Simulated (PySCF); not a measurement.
PbCl3, SMILES [Cl][Pb-]([Cl])[Cl], charge -1. Atoms are numbered in the order given.

```xyz
4

Pb     0.0000     0.0000     0.4582
Cl     2.0140     1.1628    -0.7367
Cl    -2.0140     1.1628    -0.7367
Cl     0.0000    -2.3255    -0.7367
```
Charge -1, spin multiplicity 1.

Geometry optimised at PBE0-D3(BJ)/def2-SVPD. The isomer is the one that the SMILES or the coordinates give; other isomers of the formula were not compared. The def2 effective core potentials stand for the cores of Pb; spin–orbit coupling is left out.

These are PBE0-D3(BJ)/def2-SVPD (PySCF) values and carry that method's errors.

Frequencies are harmonic and unscaled.

Modes within 1.5 cm⁻¹ of each other (mostly degenerate sets) share a row, with their intensities summed.

Computed normal modes with their intensities:
```
mode  ν (cm⁻¹)  IR (km/mol)  moving atoms (share of kinetic energy)
----  --------  -----------  --------------------------------------
1–2         73          2.5                                 Cl 93 %
3           81          6.2                        Cl 79 %, Pb 21 %
4–5        242        201.9                        Cl 82 %, Pb 18 %
6          267         32.2                        Cl 87 %, Pb 13 %
```
